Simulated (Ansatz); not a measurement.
Species: sum formula Si2H4Cl, net charge 0, doublet state. It need not be the lowest isomer of its formula. 
Geometry from a B3LYP-D3(BJ)/def2-TZVP (Ansatz, a first-principles code) optimisation:
SMILES: [SiH2][SiH2]Cl
```xyz
7

Si    -1.8714    -0.3051    -0.1831
Si     0.3830    -0.7022     0.2553
Cl     1.4370     1.0385    -0.1541
H     -2.7134    -1.5227    -0.0529
H     -2.4422     0.8042     0.6205
H      0.8978    -1.7741    -0.6243
H      0.6672    -1.0591     1.6650
```
Charge 0, spin multiplicity 2.

Atomisation energy built up term by term with Ansatz (kcal/mol; UHF references for open shells; valence terms freeze the core; atomic spin-orbit terms are left out). CBS(X,Y): correlation extrapolated as X^-3; Hartree-Fock from the larger set.

```
term                                                    basis    kcal/mol
-----------------------  ------------------------------------  ----------
Hartree-Fock                                  aug-cc-pV(Q+d)Z  (withheld)
CCSD correlation         CBS(aug-cc-pV(T+d)Z,aug-cc-pV(Q+d)Z)  (withheld)
(T)                      CBS(aug-cc-pV(T+d)Z,aug-cc-pV(Q+d)Z)        5.45
core correlation                                    cc-pwCVTZ       -0.33
scalar relativity (X2C)            cc-pVTZ-DK against cc-pVTZ       -1.44
sum: De                                                        (withheld)
```

Problem. What belongs in the gaps?

Solution. 
- Hartree-Fock, kcal/mol: 352.12
- CCSD correlation, kcal/mol: 101.06
- sum: De, kcal/mol: 456.9
